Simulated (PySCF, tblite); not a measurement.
Compound: C₅H₈O₃SSi.
Numbering: `[CH2:1]=[C:2]([O:3][CH:4]=[O:5])[SiH2:6][O:7][C:8]([CH3:9])=[S:10]` (hydrogens: H11, H12 on C1; H13 on C4; H14, H15 on Si6; H16, H17, H18 on C9)

Geometry (GFN2-xTB, Å), atoms numbered from 1 in this order:
```xyz
18
C5H8O3SSi angstrom
C     -2.7119   -0.8359    1.4273
C     -1.7718   -0.4257    0.5882
O     -2.1365    0.5978   -0.2945
C     -1.3642    0.8056   -1.3231
O     -0.3877    0.1631   -1.6152
Si     0.0159   -1.0887    0.5592
O      1.0556    0.1586    0.7358
C      1.7592    0.9969    0.0005
C      2.6771    0.3976   -1.0072
S      1.6095    2.6000    0.2240
H     -2.4963   -1.6038    2.1448
H     -3.7055   -0.4195    1.4194
H     -1.7301    1.6538   -1.9195
H      0.3032   -2.0237   -0.5179
H      0.2091   -1.6857    1.8783
H      3.2802   -0.3811   -0.5419
H      3.3142    1.1612   -1.4427
H      2.0711   -0.0643   -1.7872
```

Jobs on this species (18 atoms, 92 electrons) with PySCF (density fitting) and tblite. Hardware of each: one thread, Arm Neoverse V1 (aarch64), shared host. The host was shared with other jobs, so the times are rough.

Task: Rank these jobs by wall time, shortest first.
A. GFN2-xTB; Hessian by finite differences
B. PBE0/pcSseg-1; shieldings, charges and field gradients; 224 basis functions
C. GFN2-xTB; L-BFGS relaxation

Result: A (0.92 s), C (1.6 s), B (63 s).

All jobs:

```
level and settings                                     work  basis functions  SCF cycles  wall time
          GFN2-xTB            Hessian by finite differences                –           –     0.92 s
          GFN2-xTB                        L-BFGS relaxation                –           –      1.6 s
     PBE0/pcSseg-1  shieldings, charges and field gradients              224          15       63 s
```

Task: What do all jobs in the table cost together?

Result: About 66 s; the longest takes about 96 % of that, and about 68 times as long as the shortest.
